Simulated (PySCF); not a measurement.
SMILES F[SiH2][SiH2]F at its PBE0/def2-SVP optimised geometry (Å):

```
8

Si     1.1777    -0.0767     0.0000
F      1.7191     0.4279     1.4531
Si    -1.1692    -0.0767     0.0000
F     -1.7031     1.4639     0.0000
H      1.7225     0.8325    -1.0494
H      1.6809    -1.4639    -0.2318
H     -1.7225    -0.7692     1.1995
H     -1.6709    -0.7466    -1.2375
```

Computed with PBE0/def2-TZVP in PySCF.

Map of the Laplacian of the electron density (e/bohr⁵) on the plane z = 0.8 Å:

```
|-------------------------------|
|-------------------------------|
|-------------------------------|
|-------------------------------|
|-------------------------------|
|-------------------------------|
|-------------------------------|
|-------====--------------------|
|------==+++=-------------------|
|------=+##+==------------------|
|------=+##*==-------====-------|
|------=++++==------=+++==------|
|-------=====------==*%%*==-----|
|-------=====------=+#%@%+=-----|
|----------==------==*#%#+=-----|
|-----------=------=++***==-----|
|--------:.:-------=++=+==------|
|--------. .:-------=====-------|
|--------. .--------------------|
|-------------------------------|
|-------------------------------|
|-------------------------------|
|-------------------------------|
|-------------------------------|
|-------------------------------|
|-------------------------------|
|-------------------------------|
|-------------------------------|
|-------------------------------|
|-------------------------------|
|-------------------------------|
```
Scale: ten equal steps from -0.418 (start of ' ') to 0.777 (end of '@'), in the order ' .:-=+*#%@'; x runs from -4.00 to 4.00, y from -4.00 (bottom) to 4.00 (top).
